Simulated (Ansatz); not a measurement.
A nudged elastic band was laid between two geometries of BFH2O + H2O (8 atoms, charge 0, multiplicity 1).

Computed with RKS B3LYP-D4/def2-SVP in Ansatz.

```yaml
movable_images: 5
climbing_image: yes
spring: 5.0 eV/Å²
optimiser: quadratic models (default)
start_path: through a guess of the saddle point
force_threshold: 0.05 eV/Å
iteration_limit: 60
end_points: relaxed
```

Image 0:

```xyz
8
Properties=species:S:1:pos:R:3
B -0.128 -0.240 -0.094
F -0.216 -0.912 1.074
O 1.077 -0.199 -0.726
H 1.768 -0.640 -0.212
H -1.125 0.064 -0.688
O -0.013 1.760 0.999
H 0.874 2.057 0.750
H 0.075 1.455 1.915
```

Image 6:

```xyz
8
Properties=species:S:1:pos:R:3
B 0.216 0.412 -0.266
F -0.583 -0.199 2.442
O 1.467 0.026 -0.610
H 1.492 -0.760 -1.167
H -0.787 -0.133 -0.643
O 0.078 1.509 0.551
H 0.937 1.900 0.772
H -0.508 0.589 1.939
```

Which bonds break or form, and what moves?

Bonds broken: B1–F2, O6–H8. Bonds formed: B1–O6, F2–H8. BFH2O + H2O becomes BH3O2 + FH.

Give the energies along the band, and the barrier.

The forces met the threshold. The highest image is number 4 of 0 to 6, 0.86 eV above the first end and 0.77 eV above the last; the last end lies 0.09 eV above the first. A vibrational analysis at the climbing image gives one clearly imaginary mode, 981i cm⁻¹: a first-order saddle point. The orbitals stay closed-shell, which can raise the energy where a bond breaks towards radicals; this wasn't checked here.

```csv
image,path coordinate (Å),energy (eV),B1–F2 (Å),O6–H8 (Å),B1–O6 (Å)
0,0.00,0.00,1.35,0.97,2.28
1,0.69,0.14,1.37,0.97,1.82
2,1.38,0.14,1.37,0.97,1.80
3,2.07,0.14,1.40,0.98,1.75
4,2.75,0.86,1.70,1.22,1.51
5,3.43,0.19,2.41,1.69,1.39
6,4.10,0.09,2.89,1.77,1.37
```

What is the geometry of the highest image?


```xyz
8
Properties=species:S:1:pos:R:3:forces:R:3
B 0.062 0.236 0.059 0.00 0.00 0.00
F -0.290 -0.349 1.620 0.00 0.00 0.00
O 1.360 -0.055 -0.280 0.00 0.00 0.00
H 1.441 -0.804 -0.879 0.00 0.00 0.00
H -0.887 -0.074 -0.614 0.00 0.00 0.00
O -0.025 1.596 0.720 0.00 0.00 0.00
H 0.865 1.982 0.760 0.00 0.00 0.00
H -0.213 0.812 1.632 0.00 0.00 0.00
```

What are the harmonic wavenumbers there?

981i, 331, 372, 444, 537, 680, 743, 869, 949, 1005, 1122, 1209, 1307, 1328, 1960, 2643, 3782, 3893 cm⁻¹.

The band took 24 iterations and of the order of 4 core-minutes.

Run time: 120 s on 2 threads of Arm Neoverse V2 (shared host), peak memory 0.14 GiB.
